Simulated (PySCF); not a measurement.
C2H9NO2Si2.
SMILES with atom numbers: `[CH3:1][C:2](=[O:3])[NH:4][SiH2:5][O:6][SiH3:7]` (hydrogens: H8, H9, H10 on C1; H11 on N4; H12, H13 on Si5; H14, H15, H16 on Si7)

The same species was optimised twice, with GFN2-xTB and with PBE0-D3(BJ)/def2-SVP (PySCF), and the same property calculations (PySCF, gas phase) were run on both structures.

| coordinate | GFN2-xTB | PBE0-D3(BJ)/def2-SVP | change |
| --- | --- | --- | --- |
| Si5–O6 (Å) | 1.620 | 1.661 | +0.041 |
| O6–Si7 (Å) | 1.620 | 1.656 | +0.036 |
| N4–Si5 (Å) | 1.747 | 1.766 | +0.019 |
| C2–N4 (Å) | 1.349 | 1.363 | +0.014 |
| C2=O3 (Å) | 1.215 | 1.221 | +0.006 |
| C1–C2 (Å) | 1.509 | 1.506 | -0.003 |
| Si5–O6–Si7 (°) | 152.6 | 146.1 | -6.5 |
| C1–C2–N4 (°) | 116.8 | 118.0 | +1.2 |
| N4–Si5–O6 (°) | 101.4 | 102.5 | +1.1 |
| C1–C2–O3 (°) | 124.1 | 123.4 | -0.7 |
| O3–C2–N4 (°) | 119.2 | 118.7 | -0.5 |
| C2–N4–Si5 (°) | 115.0 | 114.7 | -0.3 |
| C1–C2–N4–Si5 (°) | 180 | -179 | +1 |
| C2–N4–Si5–O6 (°) | 180 | 179 | -1 |
| N4–Si5–O6–Si7 (°) | 172 | 172 | 0 |

Rotational constants: A = 6206, B = 697.9, C = 639.5 MHz (GFN2-xTB) against A = 6506, B = 668.8, C = 617.9 MHz (PBE0-D3(BJ)/def2-SVP).

On the GFN2-xTB structure: isotropic polarisability (au) 87.1 [CAM-B3LYP/def2-SVPD]; HOMO (eV) -9.15 [CAM-B3LYP/def2-SVPD]; LUMO (eV) 0.73 [CAM-B3LYP/def2-SVPD]; dipole (D) 3.33 [CAM-B3LYP/def2-SVPD]; HOMO (eV) -7.60 [PBE0/pcSseg-1]; LUMO (eV) 0.20 [PBE0/pcSseg-1]; dipole (D) 3.32 [PBE0/pcSseg-1]; GIAO shielding of C1 (ppm) 162.6 [PBE0/pcSseg-1]; GIAO shielding of C2 (ppm) 8.6 [PBE0/pcSseg-1]; GIAO shielding of O3 (ppm) -110.1 [PBE0/pcSseg-1]; GIAO shielding of N4 (ppm) 136.8 [PBE0/pcSseg-1]; GIAO shielding of Si5 (ppm) 388.5 [PBE0/pcSseg-1]; GIAO shielding of O6 (ppm) 319.0 [PBE0/pcSseg-1]; GIAO shielding of Si7 (ppm) 391.4 [PBE0/pcSseg-1].

Q: What do these properties become on the PBE0-D3(BJ)/def2-SVP structure?

A: 
| property | level | on GFN2-xTB | on PBE0-D3(BJ)/def2-SVP | change |
| --- | --- | --- | --- | --- |
| isotropic polarisability (au) | CAM-B3LYP/def2-SVPD | 87.1 | 90.1 | +3.0 |
| HOMO (eV) | CAM-B3LYP/def2-SVPD | -9.15 | -9.24 | -0.09 |
| LUMO (eV) | CAM-B3LYP/def2-SVPD | 0.73 | 0.75 | +0.02 |
| dipole (D) | CAM-B3LYP/def2-SVPD | 3.33 | 3.23 | -0.10 |
| energy, GFN2-xTB geometry as zero (kcal/mol) | CAM-B3LYP/def2-SVPD | 0.0 | -3.7 | -3.7 |
| HOMO (eV) | PBE0/pcSseg-1 | -7.60 | -7.69 | -0.09 |
| LUMO (eV) | PBE0/pcSseg-1 | 0.20 | 0.21 | +0.01 |
| dipole (D) | PBE0/pcSseg-1 | 3.32 | 3.19 | -0.13 |
| energy, GFN2-xTB geometry as zero (kcal/mol) | PBE0/pcSseg-1 | 0.0 | -3.0 | -3.0 |
| GIAO shielding of C1 (ppm) | PBE0/pcSseg-1 | 162.6 | 160.9 | -1.7 |
| GIAO shielding of C2 (ppm) | PBE0/pcSseg-1 | 8.6 | 6.4 | -2.2 |
| GIAO shielding of O3 (ppm) | PBE0/pcSseg-1 | -110.1 | -125.5 | -15.4 |
| GIAO shielding of N4 (ppm) | PBE0/pcSseg-1 | 136.8 | 136.9 | +0.1 |
| GIAO shielding of Si5 (ppm) | PBE0/pcSseg-1 | 388.5 | 384.2 | -4.3 |
| GIAO shielding of O6 (ppm) | PBE0/pcSseg-1 | 319.0 | 317.6 | -1.4 |
| GIAO shielding of Si7 (ppm) | PBE0/pcSseg-1 | 391.4 | 390.5 | -0.9 |

The heavy atoms differ by 0.076 Å rms after alignment. Among bonds between heavy atoms Si5–O6 changes most (+0.041 Å). Changes are differences of the printed values. Neither structure is proved a minimum here.

The values belong to the conformer `[CH3:1][C:2](=[O:3])[NH:4][SiH2:5][O:6][SiH3:7]`: C1–C2–N4–Si5 -179°, C2–N4–Si5–O6 179°, N4–Si5–O6–Si7 172°.
